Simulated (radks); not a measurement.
The numbers below are computed, except where a source is named.
Task: Ionisation of Ti3+, [Ar] 3d1, to Ti4+, [Ar], under several functionals. Scalar-relativistic Kohn-Sham, spin-polarised, spherical densities, finite nucleus; open shells are filled with parallel spins first; a radial shooting solver on a logarithmic mesh with Libxc functionals. The NIST Atomic Spectra Database gives 43.267 eV (measured). Rank these functionals by the error of their Delta-SCF ionisation energy: exchange-only PBE; BLYP; AM05; XLYP; PW91; LDA (Slater exchange, VWN5 correlation); Wu-Cohen GGA; B86b exchange with PBE correlation; exchange-only B88.

Result: From best to worst: AM05 43.509 eV (+0.242); BLYP 43.520 eV (+0.252); XLYP 43.571 eV (+0.304); Wu-Cohen GGA 43.572 eV (+0.305); B86b exchange with PBE correlation 43.581 eV (+0.314); PW91 43.670 eV (+0.403); LDA (Slater exchange, VWN5 correlation) 43.798 eV (+0.531); exchange-only PBE 42.412 eV (-0.855); exchange-only B88 42.398 eV (-0.869). Open shells are spherical and high-spin; term and fine-structure splittings are not resolved.
